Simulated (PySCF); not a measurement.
Job for PySCF: R-B3LYP/3-21G on Cl3H (a complex), monomers drawn apart or pushed together.

```python
from pyscf import gto, scf, dft, mp
from pyscf.data.elements import chemcore

mol = gto.M(
    atom='''
    Cl    0.42443721   -0.56667185   -0.33204560
    H     0.01093015    0.62973644   -0.54126735
    Cl   -0.46161055    1.06782476    7.22199511
    Cl   -0.19550387    0.53802198    5.28862422
    ''',
    basis='3-21g',
    charge=0, spin=0, verbose=3, max_memory=1800)
mf = dft.RKS(mol, xc='b3lyp')
mf.conv_tol = 1e-8
mf.max_cycle = 100
mf.kernel()
if not mf.converged:
    mf = mf.newton().run(mf.mo_coeff, mf.mo_occ)
```

The log:

```
converged SCF energy = -1374.5230317357
```

Self-consistency was reached.

Cost: roughly 1.8 core-seconds.
